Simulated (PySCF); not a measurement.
A GIAO shielding run with PySCF 2.14.0 with density-fitted response routines (density fitting, non-relativistic, gas phase) on `N[SiH](N)[C@@H]1CCCO1`, C₄H₁₂N₂OSi:

```
$ OMP_NUM_THREADS=1 python probes_run.py task.json out

{"job": {"kind": "nmr", "xc": "PBE0", "basis": "pcSseg-1"}, "charge": 0, "multiplicity": 1}
N      2.329496     1.314449     0.906102
Si     1.635774     0.408128    -0.381415
N      2.613255    -1.008708    -0.510701
C     -0.093128    -0.118642     0.197403
C     -0.916344    -0.944572    -0.794444
C     -2.365368    -0.546000    -0.470799
C     -2.202078     0.672637     0.460104
O     -0.854419     1.071682     0.378892
H      1.728254     1.983066     1.359410
H      3.250808     1.703218     0.790362
H      1.471325     1.150876    -1.648480
H      2.329249    -1.741801    -1.138966
H      3.611571    -0.891020    -0.555307
H     -0.058993    -0.658763     1.155932
H     -0.667438    -0.661826    -1.817767
H     -0.733976    -2.010636    -0.675588
H     -2.901048    -1.347816     0.035711
H     -2.915889    -0.280045    -1.371982
H     -2.444697     0.392306     1.497188
H     -2.821505     1.524145     0.171613
```

Hardware: 1 thread of an Arm Neoverse V2, shared host. The job also computes population analyses, field gradients, ring-centre shieldings.

(1) How large is the calculation?

(2) How long does it take, and how much memory does it need?

Answers

(1) 72 electrons, 203 basis functions and 1066 auxiliary functions.

(2) 38 s of wall time, with 13 SCF cycles and 4 response iterations; peak memory 0.94 GiB. Times on a shared host scatter by some tens of per cent.
